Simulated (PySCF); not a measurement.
## Exercise with solution: refractive index and permittivity of the vapour

ClMoO, SMILES [Cl][Mo]=[O] (connectivity only; charge and spin as stated), neutral, multiplicity 4.

The structure is a stationary point at B3LYP-D3(BJ)/def2-TZVP. A frequency run showed that this geometry is not a minimum. The multiplicity is an assumed one; other spin states were not compared. The def2 effective core potentials stand for the cores of Mo; spin–orbit coupling is left out.

PBE/def2-TZVPD in PySCF gives a mean static polarisability of 64.4 bohr³ and a dipole moment of 0.08 D. Take an ideal gas at 298.15 K and 0.1 bar, whether or not the substance is that volatile.

Problem. Work out n − 1 in the optical limit and the static ε − 1.

Solution. 
Polarisability volume α' = 64.4 × 0.148185 = 9.54 Å³. Number density N = p/kT = 2.43e-6 Å⁻³.
Dilute limit of Lorentz–Lorenz: n − 1 = 2π N α' = 0.00015.
Orientation term of Debye: μ²/(3kT) = 8.098 Å³ × μ²(D²) = 0.05 Å³.
ε − 1 = 4π N (α' + μ²/3kT) = 0.00029. Orientation of the dipole supplies 1 % of the static response; it can't follow optical fields. Vibrational polarisation and dispersion are left out.
